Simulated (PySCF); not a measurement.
How methods differ on the ionisation energy of Zr²²⁺

Zr²²⁺ [Ar] (1S) → Zr²³⁺ [Ne] 3s2 3p5 (2P), as a difference of total energies. Calculation: PySCF 2.14, in an uncontracted even-tempered set (18 s from 2.5 bohr⁻², ratio 2.5; 12 p from 3.2 bohr⁻², ratio 2.5; 5 d from 17 bohr⁻², ratio 2.7; 4 f from 25 bohr⁻², ratio 2.7); the spin-free X2C one-electron Hamiltonian (Gaussian nucleus). Correlated levels: outer shells: 1s2 frozen; virtual orbitals above 40 to 60 times the deepest correlated orbital energy dropped. The calculations carry no spin-orbit coupling.

```csv
method,ionisation energy (eV)
UHF,1097.5
LDA,1098.9
PBE,1098.8
PBE0,1099.0
r2SCAN,1099.4
BP86,1099.2
B3LYP,1099.0
MP2 (outer shells),1098.4
SCS-MP2 (outer shells),1098.2
```

A first-order spin-orbit estimate (lowest level to lowest level, LS coupling) adds -5.890 eV.

Breit and QED terms and the two-electron picture change are absent.

For comparison: 1092 ± 3 eV (semi-empirical (NIST evaluation); NIST Atomic Spectra Database, ionization energies).
